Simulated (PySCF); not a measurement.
HfF3Cl, SMILES [F][Hf]([F])([F])[Cl], multiplicity 1. The structure is a stationary point at B3LYP-D3(BJ)/def2-SVP. The multiplicity is an assumed one; no other spin state was optimised. The structure was generated by enumeration; whether it is a known compound was not checked. The def2 effective core potentials stand for the cores of Hf; spin–orbit coupling is left out.

Question: Give the equilibrium geometry at B3LYP-D3(BJ)/def2-SVP (PySCF confirms it by a frequency run) as a Z-matrix, and its point group. (Estimate from the structure and the level; the computed values follow.)

Answer: point group C3v.
```
Hf
F 1 1.9061
F 1 1.9061 2 108.86
F 1 1.9061 2 108.86 3 -118.54
Cl 1 2.3583 2 110.07 4 -120.73
```
Charge 0, spin multiplicity 1.
